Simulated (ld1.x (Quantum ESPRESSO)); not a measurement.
Transferability test, TM semilocal potential for Al (Z = 13)

```json
{"Element": "aluminium", "Generator": "ld1.x (Quantum ESPRESSO) 7.5", "Type": "norm-conserving Troullier–Martins (semilocal form)", "Functional": "LDA (PZ)", "Relativity": "scalar-relativistic", "Frozen core": "[He]", "Valence charge": "11", "Reference configuration": "2s2 2p6 3s2 3p1", "Partial waves": "2p (bound): rc 0.65 bohr; 3d channel at 0.4 Ry: rc 0.85 bohr; 2s (bound): rc 0.95 bohr", "Local potential": "the s channel", "Core correction": "none"}
```

Occupied shells without a wave of their own: 3p, 3s. They enter only through the test configuration that unscreens the potential.

Energies are relative to the spin-unpolarised reference configuration 2s2 2p6 3s2 3p1; without spin polarisation the order of configurations can differ from experiment. Spin-polarised rows fill each open shell by Hund’s rule, majority spin first. The frozen-core shift is the all-electron ΔE with the core orbitals held at their reference shape minus the fully relaxed ΔE.

```tsv
valence configuration	charge	ΔE all-electron (eV)	error AE − PS (meV)	frozen-core shift (meV)
2s2 2p6 3s2 3p0	+1	5.847	+25	0.0
2s2 2p6 3s1 3p0	+2	25.224	-413	0.0
2s2 2p6 3s0 3p0	+3	53.659	-1096	+0.1
2s2 2p5 3s2 3p1	+1	82.877	+184	+0.6
2s2 2p6 3s0 3p3	0	10.505	-722	0.0
2s2 2p6 3s2 3p1.3	-0.3	-0.598	-4.1	0.0
2s2 2p6 3s2 3p1 (spin-polarised)	0	-0.136	+1.1	0.0
2s2 2p6 3s1 3p0 (spin-polarised)	+2	24.797	-412	0.0
```

(1) What are ΔE and the potential's error for 2s1 2p6 3s2 3p1?

The potential misses its own reference levels by up to 0.3 eV.

## Answers

(1) ΔE = 120.041 eV all-electron; the error (AE − PS) is -15 meV.

The 3p, 3s levels have no wave, so the channel is fitted at the deeper level alone: the likely source of the large errors.
